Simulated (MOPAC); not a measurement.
Input file for MOPAC: PM6 on BrGeH3O (SMILES [OH][GeH2][Br]), a point of a torsion scan.

```
PM6 1SCF PRECISE CHARGE=0 THREADS=1
BrGeH3O

O      1.25739310 1     0.20312150 1    -0.44777685 1
Ge    -0.31703314 1    -0.31262996 1     0.04878883 1
Br    -1.76378752 1     0.57668810 1    -1.44462542 1
H      1.81876411 1     0.72572770 1     0.11805296 1
H     -0.65509659 1     0.20647388 1     1.42612743 1
H     -0.34946853 1    -1.80625229 1    -0.10051397 1
```

The log:

```
*******************************************************************************
 **                                                                           **
 **                              MOPAC v23.2.5                                **
 **                                                                           **
 *******************************************************************************
 ** MOPAC's Digital Object Identifier: https://doi.org/10.5281/zenodo.6511958 **
 **                                                                           **
 ** Please cite the open-source release paper for use of this MOPAC version:  **
 ** J. E. Moussa and J. J. P. Stewart (2026)                                  **
 ** MOPAC: An open-source semiempirical molecular orbital program             **
 ** J. Open Source Softw., 11(119), 8025, https://doi.org/10.21105/joss.08025 **
 *******************************************************************************

                              PM6 CALCULATION RESULTS

 *******************************************************************************
 *  PM6        - The PM6 Hamiltonian to be used
 *
 *
 *
 *                 CHARGE ON SYSTEM = 0
 *
 *
 *
 *  PRECISE    - TIGHTER CRITERIA TO BE USED
 *  1SCF       - DO 1 SCF AND THEN STOP
 *  THREADS=1  - MULTI-THREADING NOT USED
 *  T=         - A TIME OF 172800.0 SECONDS REQUESTED
 *  DUMP=N     - RESTART FILE WRITTEN EVERY 7200.0 SECONDS REQUESTED
 *******************************************************************************
PM6 1SCF PRECISE CHARGE=0 THREADS=1
 BrGeH3O

   ATOM   CHEMICAL          X               Y               Z
  NUMBER   SYMBOL      (ANGSTROMS)     (ANGSTROMS)     (ANGSTROMS)

     1       O          1.25739310  *   0.20312150  *  -0.44777685  *
     2      Ge         -0.31703314  *  -0.31262996  *   0.04878883  *
     3      Br         -1.76378752  *   0.57668810  *  -1.44462542  *
     4       H          1.81876411  *   0.72572770  *   0.11805296  *
     5       H         -0.65509659  *   0.20647388  *   1.42612743  *
     6       H         -0.34946853  *  -1.80625229  *  -0.10051397  *



          CARTESIAN COORDINATES

    NO.       ATOM           X           Y           Z

     1         O          1.2574      0.2031     -0.4478
     2        Ge         -0.3170     -0.3126      0.0488
     3        Br         -1.7638      0.5767     -1.4446
     4         H          1.8188      0.7257      0.1181
     5         H         -0.6551      0.2065      1.4261
     6         H         -0.3495     -1.8063     -0.1005

 General Reference for PM6:
 "Optimization of Parameters for Semiempirical Methods V: Modification of NDDO Approximations
 and Application to 70 Elements", J. J. P. Stewart, J. Mol. Mod., 13, 1173-1213 (2007)
 URL: https://link.springer.com/article/10.1007/s00894-007-0233-4

           Empirical Formula: H3 O Ge Br  =     6 atoms



      MOLECULAR POINT GROUP   :   C1


      RHF CALCULATION, NO. OF DOUBLY OCCUPIED LEVELS = 10


 -------------------------------------------------------------------------------
 PM6 1SCF PRECISE CHARGE=0 THREADS=1
 BrGeH3O



     1SCF WAS SPECIFIED, SO BFGS WAS NOT USED
     SCF FIELD WAS ACHIEVED


                              PM6 CALCULATION
                                                       MOPAC v23.2.5 Linux




          FINAL HEAT OF FORMATION =        -52.59487 KCAL/MOL =    -220.05694 KJ/MOL


          COSMO AREA              =        110.48 SQUARE ANGSTROMS
          COSMO VOLUME            =         98.87 CUBIC ANGSTROMS

          IONIZATION POTENTIAL    =         10.369593 EV
          HOMO LUMO ENERGIES (EV) =        -10.370 -0.854
          NO. OF FILLED LEVELS    =         10
          MOLECULAR WEIGHT        =        171.5171         POINT GROUP:  C1

          MOLECULAR DIMENSIONS (Angstroms)

            Atom       Atom       Distance
            H     4   Br     3     3.91137
            H     6   Br     3     2.54010
            H     5    O     1     2.40618


          SCF CALCULATIONS        =          1





   ATOM   CHEMICAL          X               Y               Z
  NUMBER   SYMBOL      (ANGSTROMS)     (ANGSTROMS)     (ANGSTROMS)

     1       O          1.25739310  *   0.20312150  *  -0.44777685  *
     2      Ge         -0.31703314  *  -0.31262996  *   0.04878883  *
     3      Br         -1.76378752  *   0.57668810  *  -1.44462542  *
     4       H          1.81876411  *   0.72572770  *   0.11805296  *
     5       H         -0.65509659  *   0.20647388  *   1.42612743  *
     6       H         -0.34946853  *  -1.80625229  *  -0.10051397  *

                             CARTESIAN COORDINATES

   1    O        1.257393100     0.203121500    -0.447776850
   2   Ge       -0.317033140    -0.312629960     0.048788830
   3   Br       -1.763787520     0.576688100    -1.444625420
   4    H        1.818764110     0.725727700     0.118052960
   5    H       -0.655096590     0.206473880     1.426127430
   6    H       -0.349468530    -1.806252290    -0.100513970


           Empirical Formula: H3 O Ge Br  =     6 atoms



      MOLECULAR POINT GROUP   :   C1


                  EIGENVALUES
 -28.77608 -27.40685 -20.82650 -17.23343 -14.01535 -13.52223 -12.09029 -11.11697
 -10.74019 -10.36959  -0.85439   0.40914   2.18918   2.31189   5.43860 114.54572
 114.55286 114.65615 114.94869 114.95238


              NET ATOMIC CHARGES AND DIPOLE CONTRIBUTIONS

  ATOM NO.   TYPE          CHARGE      No. of ELECS.   s-Pop       p-Pop       d-Pop
    1          O          -0.729156        6.7292     1.70775     5.02141
    2         Ge           0.618174        3.3818     1.15125     2.23058
    3         Br          -0.279087        7.2791     1.97899     5.29553     0.00458
    4          H           0.342825        0.6572     0.65718
    5          H           0.006800        0.9932     0.99320
    6          H           0.040445        0.9596     0.95955
 DIPOLE           X         Y         Z       TOTAL
 POINT-CHG.    -0.075    -1.562     3.871     4.175
 HYBRID         0.289     0.670    -0.372     0.819
 SUM            0.214    -0.892     3.499     3.618


          ATOMIC ORBITAL ELECTRON POPULATIONS

     Atom    s        px        py        pz      x^2-y^2     xz        z^2       yz        xy
    1  O   1.70775   1.52257   1.77964   1.71920
    2 Ge   1.15125   0.55704   0.87341   0.80013
    3 Br   1.97899   1.68801   1.89262   1.71490   0.00053   0.00166   0.00072   0.00085   0.00081
    4  H   0.65718
    5  H   0.99320
    6  H   0.95955

 **********************
 *                    *
 * JOB ENDED NORMALLY *
 *                    *
 **********************




 == MOPAC DONE ==
```

The run finished.

Cost: about 0.020 core-seconds (a rough figure).
